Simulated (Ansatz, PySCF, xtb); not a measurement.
Bond stretch in BeH (cation, charge +1), singlet.

Levels: GFN1-xTB (xtb); UMP2/6-31G* = unrestricted MP2 (frozen core)/6-31G*, spherical d (PySCF); UKS-B3LYP/6-311+G** = unrestricted B3LYP/6-311+G**, spherical d run with PySCF; FCI = Ansatz (a program for electronic structure) with full CI/aug-cc-pVDZ, frozen core.

Energies relative to the lowest point of each curve near equilibrium, in kcal/mol; the last columns give the difference from FCI:

| R / Å | GFN1-xTB | UMP2/6-31G* | UKS-B3LYP/6-311+G** | FCI | GFN1-xTB − FCI | UMP2/6-31G* − FCI | UKS-B3LYP/6-311+G** − FCI |
|---|---|---|---|---|---|---|---|
| 1.08 | 9.0 | 16.8 | 15.1 | 16.6 | -7.6 | 0.2 | -1.6 |
| 1.13 | 4.2 | 9.8 | 8.6 | 9.8 | -5.6 | 0.0 | -1.2 |
| 1.21 | 0.5 | 2.9 | 2.5 | 3.1 | -2.6 | -0.2 | -0.7 |
| 1.24 | 0.0 | 1.5 | 1.2 | 1.7 | -1.7 | -0.2 | -0.5 |
| 1.31 | 0.2 | 0.0 | 0.0 | 0.1 | 0.1 | -0.1 | -0.1 |
| 1.33 | 0.6 | 0.0 | 0.0 | 0.0 | 0.6 | 0.0 | 0.0 |
| 1.38 | 1.8 | 0.6 | 0.7 | 0.4 | 1.4 | 0.2 | 0.3 |
| 1.43 | 3.5 | 2.0 | 2.0 | 1.5 | 2.0 | 0.5 | 0.5 |
| 1.45 | 4.3 | 2.8 | 2.7 | 2.1 | 2.2 | 0.6 | 0.6 |
| 1.54 | 8.5 | 7.1 | 6.8 | 5.8 | 2.7 | 1.3 | 1.0 |
| 1.64 | 13.9 | 13.2 | 12.5 | 11.0 | 2.9 | 2.2 | 1.5 |
| 1.80 | 23.0 | 29.1 | 22.9 | 20.4 | 2.6 | 8.7 | 2.4 |
| 2.01 | 34.5 | 41.7 | 36.8 | 32.7 | 1.9 | 9.0 | 4.1 |
| 2.22 | 45.1 | 48.8 | 47.5 | 43.1 | 1.9 | 5.7 | 4.4 |
| 2.39 | 52.7 | 52.4 | 53.8 | 49.9 | 2.7 | 2.4 | 3.8 |
| 2.69 | 64.0 | 56.1 | 60.9 | 58.5 | 5.5 | -2.4 | 2.4 |
| 2.93 | 71.0 | 57.8 | 64.4 | 62.7 | 8.2 | -5.0 | 1.7 |
| 3.26 | 78.0 | 59.0 | 67.3 | 66.0 | 12.0 | -7.0 | 1.3 |
| 3.62 | 83.0 | 59.7 | 69.1 | 67.7 | 15.3 | -8.0 | 1.4 |
| 4.05 | 86.2 | 60.1 | 70.2 | 68.5 | 17.7 | -8.4 | 1.7 |
| 4.71 | — | 60.3 | 70.7 | 68.9 | — | -8.7 | 1.8 |
| 5.26 | — | 60.3 | 70.7 | 69.1 | — | -8.7 | 1.6 |

GFN1-xTB is furthest from FCI at 4.05 (17.7 kcal/mol, above); its mean absolute difference over the points is 4.9 kcal/mol.

UMP2/6-31G* is furthest from FCI at 2.01 (9.0 kcal/mol, above); its mean absolute difference over the points is 3.6 kcal/mol.

UKS-B3LYP/6-311+G** is furthest from FCI at 2.22 (4.4 kcal/mol, above); its mean absolute difference over the points is 1.6 kcal/mol.

Dashes: no converged value, or the column stops at the first point that the program doubted or that broke a chosen test of continuity, which isn't proof of a fault.

The unrestricted determinant behind UMP2/6-31G* is spin-contaminated at 1.80 to 5.26 Å (<S²> up to 1.0, against 0.00 for a pure singlet). The unrestricted determinant behind UKS-B3LYP/6-311+G** is spin-contaminated at 2.01 to 5.26 Å (<S²> up to 0.9, against 0.00 for a pure singlet).
